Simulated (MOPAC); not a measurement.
MOPAC input (PM6):

```
PM6 PRECISE GNORM=0.05 LET XYZ CHARGE=1 GEO-OK AUX(PRECISION=9) THREADS=1
C2H3

C    -0.57953100 1   -0.00171300 1   -0.00616400 1
C     0.67202200 1    0.00198600 1    0.00714800 1
H     1.75324300 1    0.00518200 1    0.01864900 1
H    -1.15674200 1    0.93590400 1   -0.02445500 1
H    -1.15144900 1   -0.94272600 1   -0.00009700 1
```

Output:

```
 *******************************************************************************
 **                                                                           **
 **                              MOPAC v23.2.5                                **
 **                                                                           **
 *******************************************************************************
 ** MOPAC's Digital Object Identifier: https://doi.org/10.5281/zenodo.6511958 **
 **                                                                           **
 ** Please cite the open-source release paper for use of this MOPAC version:  **
 ** J. E. Moussa and J. J. P. Stewart (2026)                                  **
 ** MOPAC: An open-source semiempirical molecular orbital program             **
 ** J. Open Source Softw., 11(119), 8025, https://doi.org/10.21105/joss.08025 **
 *******************************************************************************

                              PM6 CALCULATION RESULTS

 *******************************************************************************
 *  PM6        - The PM6 Hamiltonian to be used
 *  GEO-OK     - OVERRIDE INTERATOMIC DISTANCE AND OTHER SAFETY CHECKS
 *
 *
 *
 *                 CHARGE ON SYSTEM = +1
 *
 *
 *
 *  LET        - OVERRIDE SOME SAFETY CHECKS
 *  PRECISE    - TIGHTER CRITERIA TO BE USED
 *  XYZ        - CARTESIAN COORDINATE SYSTEM TO BE USED
 *  GNORM      - EXIT WHEN GRADIENT NORM DROPS BELOW 0.050
 *  AUX        - OUTPUT AUXILIARY INFORMATION
 *******************************************************************************
PM6 PRECISE GNORM=0.05 LET XYZ CHARGE=1 GEO-OK AUX(PRECISION=9) THREADS=1
 C2H3

   ATOM   CHEMICAL          X               Y               Z
  NUMBER   SYMBOL      (ANGSTROMS)     (ANGSTROMS)     (ANGSTROMS)

     1       C         -0.57953100  *  -0.00171300  *  -0.00616400  *
     2       C          0.67202200  *   0.00198600  *   0.00714800  *
     3       H          1.75324300  *   0.00518200  *   0.01864900  *
     4       H         -1.15674200  *   0.93590400  *  -0.02445500  *
     5       H         -1.15144900  *  -0.94272600  *  -0.00009700  *

          CARTESIAN COORDINATES

    NO.       ATOM           X           Y           Z

     1         C         -0.5795     -0.0017     -0.0062
     2         C          0.6720      0.0020      0.0071
     3         H          1.7532      0.0052      0.0186
     4         H         -1.1567      0.9359     -0.0245
     5         H         -1.1514     -0.9427     -0.0001

 General Reference for PM6:
 "Optimization of Parameters for Semiempirical Methods V: Modification of NDDO Approximations
 and Application to 70 Elements", J. J. P. Stewart, J. Mol. Mod., 13, 1173-1213 (2007)
 URL: https://link.springer.com/article/10.1007/s00894-007-0233-4

           Empirical Formula: C2 H3  =     5 atoms

      MOLECULAR POINT GROUP   :   C2v

      RHF CALCULATION, NO. OF DOUBLY OCCUPIED LEVELS = 5

          Geometry optimization using EF

          DIAGONAL MATRIX USED AS START HESSIAN

 CYCLE:     1  GRAD.:   172.179 HEAT:  268.2234
 CYCLE:     2  GRAD.:   417.588 HEAT:  307.1254
 CYCLE:     3  GRAD.:   191.116 HEAT:  265.5551
 CYCLE:     4  GRAD.:   478.129 HEAT:  285.1735
 CYCLE:     5  GRAD.:   174.388 HEAT:  262.7404
 CYCLE:     6  GRAD.:   363.856 HEAT:  288.7761
 CYCLE:     7  GRAD.:   187.008 HEAT:  262.3447
 CYCLE:     8  GRAD.:   138.263 HEAT:  268.4192
 CYCLE:     9  GRAD.:   161.312 HEAT:  263.1896
 CYCLE:    10  GRAD.:   259.545 HEAT:  267.7644
 CYCLE:    11  GRAD.:   198.725 HEAT:  274.2438
 CYCLE:    12  GRAD.:   757.287 HEAT:  304.0598
 CYCLE:    13  GRAD.:   151.296 HEAT:  261.3079
 CYCLE:    14  GRAD.:   239.862 HEAT:  267.1659
 CYCLE:    15  GRAD.:   105.659 HEAT:  259.9958
 CYCLE:    16  GRAD.:   155.109 HEAT:  264.2357
 CYCLE:    17  GRAD.:   127.406 HEAT:  260.4250
 CYCLE:    18  GRAD.:   358.699 HEAT:  309.4166
 CYCLE:    19  GRAD.:   234.723 HEAT:  266.2640
 CYCLE:    20  GRAD.:  3757.148 HEAT:  616.1447
 CYCLE:    21  GRAD.:   126.508 HEAT:  268.8630
 CYCLE:    22  GRAD.:   163.683 HEAT:  265.1634
 CYCLE:    23  GRAD.:   146.302 HEAT:  264.1840
 CYCLE:    24  GRAD.:    58.491 HEAT:  260.0280
 CYCLE:    25  GRAD.:    99.569 HEAT:  259.9913
 CYCLE:    26  GRAD.:     9.377 HEAT:  259.6858
 CYCLE:    27  GRAD.:     2.426 HEAT:  259.6685
 CYCLE:    28  GRAD.:     1.857 HEAT:  259.6627
 CYCLE:    29  GRAD.:     0.326 HEAT:  259.6618
 CYCLE:    30  GRAD.:     0.088 HEAT:  259.6618
 CYCLE:    31  GRAD.:     0.168 HEAT:  259.6617
 CYCLE:    32  GRAD.:     0.081 HEAT:  259.6617
 CYCLE:    33  GRAD.:     0.028 HEAT:  259.6617

     GRADIENT =  0.02772 IS LESS THAN CUTOFF =  0.05000

 -------------------------------------------------------------------------------
 PM6 PRECISE GNORM=0.05 LET XYZ CHARGE=1 GEO-OK AUX(PRECISION=9) THREADS=1
 C2H3

     GEOMETRY OPTIMISED USING EIGENVECTOR FOLLOWING (EF).
     SCF FIELD WAS ACHIEVED

                              PM6 CALCULATION
                                                       MOPAC v23.2.5 Linux

          FINAL HEAT OF FORMATION =        259.66173 KCAL/MOL =    1086.42468 KJ/MOL

          COSMO AREA              =         69.54 SQUARE ANGSTROMS
          COSMO VOLUME            =         51.62 CUBIC ANGSTROMS

          GRADIENT NORM           =          0.02772          =       0.01240 PER ATOM
          IONIZATION POTENTIAL    =         18.613789 EV
          HOMO LUMO ENERGIES (EV) =        -18.614 -8.316
          NO. OF FILLED LEVELS    =          5
          MOLECULAR WEIGHT        =         27.0457         POINT GROUP:  C2v

          MOLECULAR DIMENSIONS (Angstroms)

            Atom       Atom       Distance
            H     5    H     3     3.18833
            H     4    H     5     1.69906
            H     3    C     1     0.00000

          SCF CALCULATIONS        =         34

   ATOM   CHEMICAL          X               Y               Z
  NUMBER   SYMBOL      (ANGSTROMS)     (ANGSTROMS)     (ANGSTROMS)

     1       C         -0.58229059  *  -0.00077454  *  -0.00620585  *
     2       C          0.72905257  *   0.00087475  *   0.00777133  *
     3       H          1.79463178  *   0.00221112  *   0.01912904  *
     4       H         -1.26944856  *   0.88251314  *  -0.02496722  *
     5       H         -1.26747900  *  -0.88576775  *  -0.00207213  *

                             CARTESIAN COORDINATES

   1    C       -0.582290588    -0.000774542    -0.006205849
   2    C        0.729052570     0.000874746     0.007771329
   3    H        1.794631779     0.002211117     0.019129039
   4    H       -1.269448556     0.882513136    -0.024967223
   5    H       -1.267479000    -0.885767747    -0.002072132

           Empirical Formula: C2 H3  =     5 atoms

      MOLECULAR POINT GROUP   :   C2v

                  EIGENVALUES
 -34.28530 -27.89523 -23.00119 -21.56497 -18.61379  -8.31590  -6.59609  -3.38538
  -1.65567  -1.64093  -1.02008

              NET ATOMIC CHARGES AND DIPOLE CONTRIBUTIONS

  ATOM NO.   TYPE          CHARGE      No. of ELECS.   s-Pop       p-Pop
    1          C          -0.401667        4.4017     1.15095     3.25071
    2          C           0.486372        3.5136     1.25926     2.25436
    3          H           0.247835        0.7522     0.75217
    4          H           0.333731        0.6663     0.66627
    5          H           0.333728        0.6663     0.66627
 DIPOLE           X         Y         Z       TOTAL
 POINT-CHG.     0.716     0.001     0.008     0.716
 HYBRID         0.002     0.000     0.000     0.002
 SUM            0.718     0.001     0.008     0.718

          ATOMIC ORBITAL ELECTRON POPULATIONS

     Atom    s        px        py        pz
    1  C   1.15095   1.04404   1.20178   1.00490
    2  C   1.25926   1.01280   0.24655   0.99502
    3  H   0.75217
    4  H   0.66627
    5  H   0.66627

 **********************
 *                    *
 * JOB ENDED NORMALLY *
 *                    *
 **********************

 == MOPAC DONE ==
```

The dipole moment of an ion depends on the origin.

The geometry given is a B3LYP-D3(BJ)/def2-TZVP minimum.
